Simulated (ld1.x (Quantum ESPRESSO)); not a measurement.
selenium (Se): excitation energies, all-electron against TM

- Element: Se (Z = 34)
- Generator: ld1.x (Quantum ESPRESSO) 7.5
- Type: norm-conserving Troullier–Martins (Kleinman–Bylander form)
- Functional: PBE
- Relativity: scalar-relativistic
- Frozen core: [Ar]
- Valence charge: 16
- Reference configuration: 3d10 4s2 4p3 (charge +1)
- Partial waves: 4s (bound): rc 1.05 bohr; 4p (bound): rc 1.45 bohr; 3d (bound): rc 0.65 bohr
- Local potential: the d channel
- Core correction: none

Energies are relative to the spin-unpolarised reference configuration 3d10 4s2 4p3; without spin polarisation the order of configurations can differ from experiment. The frozen-core shift is the all-electron ΔE with the core orbitals held at their reference shape minus the fully relaxed ΔE.

Give the all-electron excitation energy and the error of the potential for: 3d10 4s2 4p4; 3d10 4s2 4p2; 3d10 4s2 4p1; 3d10 4s2 4p0; 3d10 4s0 4p6; 3d9 4s2 4p5; 3d10 4s1 4p5.

```tsv
valence configuration	charge	ΔE all-electron (eV)	error AE − PS (meV)	frozen-core shift (meV)
3d10 4s2 4p4	0	-10.845	+5.3	-1.0
3d10 4s2 4p2	+2	20.348	+5.1	+2.5
3d10 4s2 4p1	+3	51.216	+39	+8.2
3d10 4s2 4p0	+4	93.400	+140	+21
3d10 4s0 4p6	0	11.119	-30	+0.5
3d9 4s2 4p5	0	40.828	-25	+389
3d10 4s1 4p5	0	0.036	-8.5	-0.6
```

A variational frozen-core shift is positive and of second order in the change. This column holds negative values, so the frozen-core run of ld1.x carries numerical noise or an error of first order here, and the column gives no more than the rough size of the effect.

Note: ghost states, extra bound levels that the all-electron valence spectrum of the same l lacks: s at -505.7 eV, p at -447.7 eV. A true bound ghost makes a file unfit for plane-wave use.
